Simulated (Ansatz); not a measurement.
Cost and result for the atomization energy of CH₇BGaNO (`CB(O)[NH][GaH2]`) (12 atoms, 11 bonds).

| atom | x (Å) | y (Å) | z (Å) |
| --- | --- | --- | --- |
| C1 | 1.440 | 0.294 | 1.243 |
| B2 | 0.307 | 0.031 | 0.194 |
| O3 | -1.049 | 0.414 | 0.457 |
| N4 | 0.303 | -0.546 | -1.063 |
| Ga5 | -1.551 | -0.393 | -1.506 |
| H6 | 1.229 | -0.214 | 2.190 |
| H7 | 1.530 | 1.361 | 1.471 |
| H8 | 2.415 | -0.052 | 0.894 |
| H9 | -1.288 | 0.836 | 1.281 |
| H10 | 1.107 | -0.917 | -1.533 |
| H11 | -2.459 | -1.645 | -1.245 |
| H12 | -1.983 | 0.832 | -2.385 |

The species carries charge 0 and has multiplicity 1. Correlated methods include outer-core shells of Ga, which these sets cover unevenly. Scalar relativity is left out up to krypton. The structure was optimised at the PBE0-D4/def2-TZVP level. It is one conformer, not always the lowest. Program: Ansatz. All runs use 4 threads of an Arm Neoverse V2 on a shared host. Times are those of one run each, without the atoms' runs, and a repeat can differ threefold. Electronic energies, without spin–orbit coupling; frozen cores. CCSD(T)/CBS adds CCSD(T) − MP2 in def2-TZVPP to the MP2 limit, and its time is that of the two runs behind it. T1 = 0.013. With those shells the extrapolation isn't a true limit.

CCSD(T)/CBS is a level of theory with its own doubt, some kJ/mol a heavy atom from the limit and from the frozen cores, so smaller differences don't rank the functionals.

| level | functions | wall time |
| --- | --- | --- |
| LDA (SPW92)/def2-TZVPP | 270 | 1.2 s |
| revPBE-D4/def2-TZVPP | 270 | 2 s |
| PBE-D4/def2-TZVPP (with forces) | 270 | 2.4 s |
| CAM-B3LYP-D4/def2-TZVPP | 270 | 3.5 s |
| r2SCANh-D4/def2-TZVPP | 270 | 4.7 s |
| r2SCAN-D4/def2-TZVPP (with forces) | 270 | 4.7 s |
| B2PLYP/def2-TZVPP | 270 | 5.5 s |
| ωB97X-V/def2-TZVPP | 270 | 8 s |
| B97M-V/def2-TZVPP | 270 | 9 s |
| CCSD(T)/def2-SVP | 123 | 9.5 s |
| MP2/def2-QZVPP | 527 | 25 s |
| CCSD(T)/def2-TZVPP | 270 | 4 min |
| CCSD(T)/CBS(def2) | – | 4.4 min |

(1) What atomization energy does each give, and how far from CCSD(T)/CBS? (Estimate.)

Answers

(1) Ansatz gave: 
```tsv
level	atomization (kcal/mol)	difference from CCSD(T)/CBS	per bond
LDA (SPW92)/def2-TZVPP	1196.7	148.1	13.5
revPBE-D4/def2-TZVPP	1035.4	-13.2	-1.2
PBE-D4/def2-TZVPP (with forces)	1062.4	13.8	1.3
CAM-B3LYP-D4/def2-TZVPP	1055.4	6.8	0.6
r2SCANh-D4/def2-TZVPP	1045.5	-3.1	-0.3
r2SCAN-D4/def2-TZVPP (with forces)	1051.6	3.0	0.3
B2PLYP/def2-TZVPP	1038.0	-10.6	-1.0
ωB97X-V/def2-TZVPP	1051.4	2.8	0.3
B97M-V/def2-TZVPP	1053.0	4.4	0.4
CCSD(T)/def2-SVP	996.3	-52.3	-4.8
MP2/def2-QZVPP	1055.5	6.9	0.6
CCSD(T)/def2-TZVPP	1025.4	-23.2	-2.1
CCSD(T)/CBS(def2)	1048.6	0.0	0.0
```

Leaving LDA and LC-ωPBE aside and taking each functional with its dispersion term where it has one, the values, not all of them listed here, spread over 41.9 kcal/mol, from BHLYP-D4 to PBE-D4. LDA lies +140.2 kcal/mol from PBE without D4, its usual overbinding. From r2SCAN to r2SCAN0 (25 % exact exchange), in def2-TZVPP and without D4, the atomization energy moves by −15.0 kcal/mol: exact exchange takes away binding that semilocal exchange gives to molecules. At CCSD(T), def2-SVP lies −52.3 kcal/mol from the extrapolated value and def2-TZVPP −23.3 kcal/mol: correlation converges slowly with the basis, and small sets miss more of it in the bonded molecule than in its fragments.
